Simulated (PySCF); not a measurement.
**Ca: excitation energy**

Ca [Ar] 4s2 (1S) → Ca [Ar] 3d2 (3F), as a difference of total energies. Calculation: PySCF 2.14, in aug-cc-pVTZ-X2C; scalar relativity by spin-free X2C-1e. Correlated levels: valence: [Ar] frozen. The calculations carry no spin-orbit coupling.

| method | excitation energy (eV) |
| --- | --- |
| UHF | 5.446 |
| LDA | 4.320 |
| PBE | 4.109 |
| PBE0 | 4.452 |
| r2SCAN | 4.033 |
| HSE06 | 4.433 |
| B2PLYP | 5.085 |
| BHandHLYP | 4.990 |
| PW91 | 4.083 |
| MP2 (valence) | 5.787 |
| SCS-MP2 (valence) | 6.035 |

Task: How much does correlation contribute at MP2 (valence)?

Result: 5.787 − (5.446) = 0.341 eV, measured against UHF.
